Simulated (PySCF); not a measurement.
BaO, SMILES [Ba]=[O]. Atoms are numbered in the order given.

```xyz
2

Ba     0.0000     0.0000    -0.2449
O      0.0000     0.0000     1.7141
```
Charge 0, spin multiplicity 1.

Geometry optimised at r2SCAN-D4/def2-TZVPD. The def2 effective core potentials stand for the cores of Ba; spin–orbit coupling is left out.

Level of theory: r2SCAN/def2-TZVPD in PySCF.

Mulliken values depend strongly on the basis, most of all with diffuse functions as here. ESP charges are fitted to the potential on shells at 1.4 to 2.0 van der Waals radii. Atomic charges (e):

```csv
atom,ESP fit,Mulliken
Ba1,…,1.08
O2,…,-1.08
```

**Question.** Fill in the missing entries. (An estimate is asked for; the answer gives what the named calculation found.)

**Answer.** 
- Ba1, ESP fit: 0.86
- O2, ESP fit: -0.86
